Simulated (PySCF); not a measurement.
## Static response to an electric field

Species: C5H7BrO.
Atom-mapped SMILES: `[CH3:1]/[CH:2]=[C:3](/[CH3:4])[C:5](=[O:6])[Br:7]` (hydrogens: H8, H9, H10 on C1; H11 on C2; H12, H13, H14 on C4)

Geometry (PBE0-D3(BJ)/def2-SVP, Å), atoms numbered from 1 in this order:
```xyz
14
C5H7BrO angstrom
C      2.0249   -0.4994    0.1146
C      0.5817   -0.7699   -0.1343
C     -0.4707    0.0763   -0.0335
C     -1.8715   -0.3695   -0.3232
C     -0.1872    1.4689    0.3735
O      0.8639    1.9437    0.6538
Br    -1.7837    2.6404    0.4377
H      2.1950   -0.1510    1.1456
H      2.3983    0.3138   -0.5278
H      2.6283   -1.3993   -0.0622
H      0.3275   -1.7914   -0.4422
H     -2.5313   -0.2169    0.5441
H     -2.3115    0.1971   -1.1578
H     -1.8810   -1.4367   -0.5839
```

Level: PBE0/def2-SVPD (PySCF), static field, nuclei fixed, core orbitals frozen in the response. The polarisability tensor in these axes (au):

```
x   108.42 -21.22   0.84
y   -21.22  99.97   7.60
z     0.84   7.60  62.30
```

Q: Give the principal values, the mean and the anisotropy Δα = √{½[(α1 − α2)² + (α2 − α3)² + (α1 − α3)²]}.

A: Principal values 60.20, 84.38 and 126.11 au; mean 90.23 au = 13.37 Å³ = 14.88 × 10⁻⁴⁰ C²·m²/J; Δα = 57.76 au (64 % of the mean).

Q: What is the dipole moment, and where does it point?

A: (0.26, -3.45, -0.89) D, 3.57 D in size, pointing from the negative to the positive side. Measured along this direction, the outermost atoms are Br7 at the negative end and H11 at the positive end.

Q: Find the Langevin capture rate constant for H3+ (3.023 u) meeting this molecule (161.968 u), k = 2.342 × 10⁻⁹ cm³/s × √(α in Å³ / reduced mass in u).

A: The reduced mass is 2.97 u, so k = 4.97 × 10⁻⁹ cm³/s. The formula leaves out the permanent dipole, which adds to the capture rate.

Q: Refractivity n − 1 of an ideal gas of it at 273.15 K and 1 atm, from the electronic α?

A: N = p/kT = 2.6868 × 10¹⁹ cm⁻³, so n − 1 = 2π × N × 13.37 × 10⁻²⁴ cm³ = 2257 × 10⁻⁶ at long wavelengths, for an ideal gas.

Q: How large is μ²/3kT at 250 K beside α?

A: In Gaussian units μ²/3kT = 123.37 Å³ against 13.37 Å³, a ratio of 9.23; the Debye molar polarisation (4π/3)N_A(α + μ²/3kT) is 344.9 cm³/mol, leaving out the vibrational part.

Q: What are the principal values of the traceless quadrupole moment, Θ = ½Σq(3rr − r²1), about the centre of nuclear charge?

A: -3.85, -2.47, 6.32 D·Å. The values depend on the origin, since the dipole doesn't vanish. The electronic extent ⟨r²⟩ about the same centre is 1339 bohr², a root-mean-square distance of 2.17 Å for the 80 electrons.

Q: Give the principal axes and the span of the nuclei along them.

A: Largest value along (0.77, -0.64, -0.07), where the nuclei span 6.00 Å; middle along (0.63, 0.73, 0.27), 4.52 Å; least along (-0.13, -0.25, 0.96), 1.79 Å. The response follows the extents in order.

The structure is a single PBE0-D3(BJ)/def2-SVP conformer in the gas phase; no vibrational or solvent corrections. The calculation is non-relativistic, for bromine too.
